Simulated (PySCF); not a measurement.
# Relaxation of singlet Si5

Computed with PySCF, PBE, basis Si def2-SVP (no relativity, density fitting). A (50,194) grid was used.

A hand-made planar trapezoid start, of C2v symmetry, held to at least that symmetry:

```xyz
5
charge 0 multiplicity 1, angstrom
Si    0.0000   -0.8037    0.0000
Si    2.3200   -0.8037    0.0000
Si   -2.3200   -0.8037    0.0000
Si    1.1600    1.2055    0.0000
Si   -1.1600    1.2055    0.0000
```

Optimiser trace:
```
step  E − E(last) (kJ/mol)  largest gradient (Eh/bohr)
   0                  8.85                     0.01007
   1                  3.04                     0.00458
   2                  0.59                     0.00373
   3                  0.22                     0.00222
   4                  0.02                     0.00088
   5                  0.00                     0.00025
   6                  0.00                     0.00006
```

It ends at C2v with Si–Si 2.264 Å (×2), Si–Si 2.328 Å, Si–Si 2.349 Å (×2), Si–Si 2.416 Å (×2); Si–Si–Si 56.7° (×2), Si–Si–Si 59.4°, Si–Si–Si 60.2° (×4), Si–Si–Si 63.1° (×2), Si–Si–Si 116.1° (×2), Si–Si–Si 123.4° (×2), Si–Si–Si 172.8°. A frequency run shows a minimum.

The relaxation took 19 s on 2 threads of a shared Arm Neoverse N1 host, with 90 basis functions and 7 gradients; the process peaked at 0.63 GiB.
